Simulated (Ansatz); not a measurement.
**A geometry optimisation of C5H7BS with PBE-D3(BJ)/def2-SVP**

The starting geometry of this gas-phase singlet was optimised with GFN2-xTB; its bonds are those of `B[C@@H]1C=CC=C1S`.

```xyz
14

C    -1.2085    0.5089    0.7082
C    -1.4083   -0.9243    1.0100
C    -0.8398   -1.6777    0.0436
C    -0.3137   -0.8279   -0.9750
C    -0.5595    0.4684   -0.6400
B     0.1363    1.0539    1.3470
S    -0.1804    1.8713   -1.6310
H     0.2633    2.2012    1.5332
H     0.9924    0.3060    1.6082
H    -2.0804    1.1489    0.8050
H    -1.8783   -1.2691    1.9123
H    -0.7858   -2.7509    0.0169
H     0.1618   -1.1634   -1.8786
H    -0.8832    2.7425   -0.9088
```

Question: Where would you expect an optimisation with PBE-D3(BJ)/def2-SVP to take it?

Answer: A new bond forms, giving a structure given below by its coordinates. Contacts that close: C5–B6 (2.19 → 1.74 Å).

The energy falls by 0.26 eV over 24 steps:

| step | E − E(last) (eV) |
| --- | --- |
| 1 | 0.259 |
| 4 | 0.064 |
| 6 | 0.047 |
| 9 | 0.036 |
| 11 | 0.033 |
| 14 | 0.028 |
| 16 | 0.024 |
| 19 | 0.006 |
| 21 | 0.001 |
| 24 | 0.000 |

Final geometry (Å):

```tsv
atom	x (Å)	y (Å)	z (Å)
C	-1.3506	0.5558	0.8272
C	-1.5591	-0.8462	1.0007
C	-0.8736	-1.5583	-0.0080
C	-0.2061	-0.6292	-0.8202
C	-0.4827	0.7055	-0.3513
B	0.3355	0.8101	1.1783
S	-0.2651	2.2030	-1.3048
H	0.6327	1.9364	1.5259
H	0.9661	-0.1614	1.5252
H	-1.9407	1.3689	1.2689
H	-2.1031	-1.2955	1.8438
H	-0.7835	-2.6503	-0.0719
H	0.4768	-0.8502	-1.6518
H	-1.4305	2.0990	-2.0113
```

The end wasn't checked by frequencies. Run with Ansatz 0.2.0, 52 s on 2 threads of Intel(R) Xeon(R) Platinum 8375C CPU @ 2.90GHz (Ice Lake), on a shared host.
